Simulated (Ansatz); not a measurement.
Start from `C[O][SnH2][Se]C` and change one atom or group to get `C[O][SnH2][OH]`.

Ansatz, PBE0-D4/def2-TZVP geometries, multiplicity 1. Each molecule was computed in one conformer, which needn't be the lowest.

Elements past krypton have def2 core potentials. Scalar relativity is left out up to krypton.

| property | `C[O][SnH2][Se]C` |
| --- | --- |
| size of the dipole moment (PBE/def2-TZVPP) / D | 1.93 |
| HOMO energy (ωB97M-V/def2-TZVPP) / eV | -8.89 |
| size of the dipole moment (ωB97M-V/def2-TZVPP) / D | 2.02 |
| HOMO–LUMO gap (PBE0/def2-TZVPP) / eV | 6.10 |
| LUMO energy (ωB97M-V/def2-TZVPP) / eV | 1.10 |
| HOMO energy (B3LYP/def2-TZVPP) / eV | -6.50 |

(1) Give the same properties after the change, and the shifts. (Best estimate.)

Results:

(1) Ansatz gave: 
```
                                          property  `C[O][SnH2][OH]`  shift
    size of the dipole moment (PBE/def2-TZVPP) / D              1.75  -0.18
             HOMO energy (ωB97M-V/def2-TZVPP) / eV            -10.13  -1.24
size of the dipole moment (ωB97M-V/def2-TZVPP) / D              1.96  -0.06
              HOMO–LUMO gap (PBE0/def2-TZVPP) / eV              7.34   1.24
             LUMO energy (ωB97M-V/def2-TZVPP) / eV              1.09  -0.01
               HOMO energy (B3LYP/def2-TZVPP) / eV             -7.51  -1.01
```

With PBE0 the HOMO falls by 1.01 eV and the LUMO rises by 0.23 eV, so the gap widens by about 1.24 eV. PBE moves the HOMO by -0.57 eV and ωB97M-V by -1.24 eV. Dipoles are sizes alone; their direction can turn.

B3LYP here is the variant with VWN-RPA as its local correlation; programs differ in this.

Spin–orbit coupling is left out; it splits and shifts lone-pair levels of the heavy atoms by tenths of an eV.
